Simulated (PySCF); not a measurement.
# Manganese: a sound run and one with changed settings

Sound run: Mn⁺ [Ar] 3d5 4s1, Mn²⁺ [Ar] 3d5. Calculation: PySCF 2.14, in cc-pVTZ; no relativity, point nucleus. In the sound run the correlated levels freeze [Ar]. The sound run starts from symmetry-adapted Hartree-Fock orbitals and uses a fine grid where one is needed.

Changed run: the spin-free X2C one-electron Hamiltonian (Gaussian nucleus). This setting is unsound on purpose.

```tsv
species	method	sound run (hartree)	changed run (hartree)	converged
Mn⁺	UHF	-1149.64916	-1155.90495	yes
Mn⁺	M06-2X	-1150.68522	-1156.93809	yes
Mn⁺	TPSS	-1150.75786	-1157.01192	yes
Mn⁺	MP2	-1149.73397	-1155.99051	yes
Mn²⁺	UHF	-1149.10923	-1155.35977	yes
Mn²⁺	M06-2X	-1150.12194	-1156.36924	yes
Mn²⁺	TPSS	-1150.17558	-1156.42302	yes
Mn²⁺	MP2	-1149.17834	-1155.42921	yes
```

Ionisation energy of Mn⁺:

| method | sound run (eV) | changed run (eV) |
| --- | --- | --- |
| UHF | 14.692 | 14.835 |
| M06-2X | 15.328 | 15.479 |
| TPSS | 15.845 | 16.025 |
| MP2 | 15.119 | 15.274 |
| SCS-MP2 | 14.835 | 14.981 |

Most of the change in total energy is the relativistic energy itself. On top of that the contraction fixes the core shape for the Hamiltonian it was made with, so the changed run is not a good calculation with the other Hamiltonian either.

For comparison, NIST gives 15.640 eV between the lowest levels.
